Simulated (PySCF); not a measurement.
**Ga (gallium, neutral) across methods**

[Ar] 3d10 4s1 4p2, high-spin 4P determinant (an excited configuration). All numbers are calculated (PySCF 2.14, scalar relativity through the core potential, in aug-cc-pVQZ-PP with one added diffuse shell each of s, p, d, f, g type with ECP10MDF (8s7p6d4f3g, 114 functions)).

| method | E (hartree) | mean ε 3d β (eV) | mean ε 4s α (eV) | mean ε 4p α (eV) | Σ⟨r²⟩ (bohr²) | ⟨S²⟩ |
| --- | --- | --- | --- | --- | --- | --- |
| r2SCAN | -259.1726 | -20.977 | -11.127 | -4.135 | 40.75 | 3.753 |
| B3LYP | -259.3130 | -23.579 | -11.676 | -4.488 | 41.53 | 3.751 |
| MN15 | -259.6314 | -26.533 | -12.225 | -4.966 | 42.26 | 3.751 |
| UHF | -258.18248 | -32.973 | -15.557 | -7.220 | 41.40 | 3.753 |
| LDA | -258.8356 | -21.059 | -10.842 | -3.926 | 41.61 | 3.751 |
| TPSSh | -259.2002 | -22.113 | -11.195 | -4.260 | 41.25 | 3.752 |
| PBE0 | -259.2402 | -24.113 | -11.974 | -4.791 | 41.30 | 3.751 |

(1) Estimate the same row for PBE.

Energies and moments cover only the electrons outside the core potential.

Answers

(1) E (hartree) = -259.2726; mean ε 3d β (eV) = -20.888; mean ε 4s α (eV) = -10.611; mean ε 4p α (eV) = -3.880; Σ⟨r²⟩ (bohr²) = 41.76; ⟨S²⟩ = 3.751.
